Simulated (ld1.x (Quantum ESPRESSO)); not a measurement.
**Transferability test, TM potential for Si (Z = 14)**

ld1.x (Quantum ESPRESSO) 7.5 input, shortened:

```
&input
   title='Si', zed=14., rel=1, dft='PBE', iswitch=3,
   config='[Ne] 3s1.75 3p2.25'
 /
 &inputp
   pseudotype=2, tm=.true., lloc=0,
   nlcc=.false.
 /
2
3P  2  1   2.25   0.00  1.60  1.60  0.0
3S  1  0   1.75   0.00  1.95  1.95  0.0
 &test
   configts(1)='3s1.75 3p2.25'
 /
```

Energies are relative to the spin-unpolarised reference configuration 3s1.75 3p2.25; without spin polarisation the order of configurations can differ from experiment.

| valence configuration | charge | ΔE all-electron (eV) | error AE − PS (meV) |
| --- | --- | --- | --- |
| 3s2 3p2 | 0 | -1.688 | +0.3 |
| 3s2 3p1 | +1 | 6.052 | +0.1 |
| 3s2 3p0 | +2 | 22.045 | +0.4 |
| 3s2 3p1.5 | +0.5 | 1.233 | +0.1 |
| 3s1 3p3 | 0 | 5.126 | +1.9 |

Problem. What are ΔE and the potential's error for 3s0 3p4?

Solution. ΔE = 12.090 eV all-electron; the error (AE − PS) is +9.9 meV.

Problem. What are ΔE and the potential's error for 3s1 3p0?

Solution. ΔE = 56.016 eV all-electron; the error (AE − PS) is +64 meV.

Levels in the configuration 3s1 3p0:

| level | all-electron (eV) | pseudo (eV) |
| --- | --- | --- |
| 3s | -39.488 | -39.314 |
